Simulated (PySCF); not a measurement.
## Rh: electron affinity

Rh⁻ [Kr] 4d8 5s2 (3F) → Rh [Kr] 4d8 5s1 (4F), as a difference of total energies. All numbers are calculated (PySCF 2.14, scalar relativity by spin-free X2C-1e, in x2c-TZVPPall with one added diffuse shell each of s, p, d, f type (9s7p7d3f1g, 95 functions)). Correlated levels: valence: [Kr] frozen. The calculations carry no spin-orbit coupling.

| method | electron affinity (eV) | error (eV) |
| --- | --- | --- |
| UHF | -0.091 | -1.234 |
| MP2 (valence) | 0.783 | -0.360 |
| SCS-MP2 (valence) | 0.864 | -0.279 |
| CCSD (valence) | 0.907 | -0.236 |
| CCSD(T) (valence) | 1.034 | -0.109 |

Reference: 1.143 eV (measured; photodetachment measurements, as compiled on the Wikipedia data page of electron affinities).

Errors of the correlated levels include the incompleteness of this basis and the frozen core.

A negative affinity means that the anion lies above the atom at that level of theory.

The coupled-cluster amplitudes are large for Rh⁻ (T1 above 0.03 or a double amplitude above 0.15), so a single reference is strained.
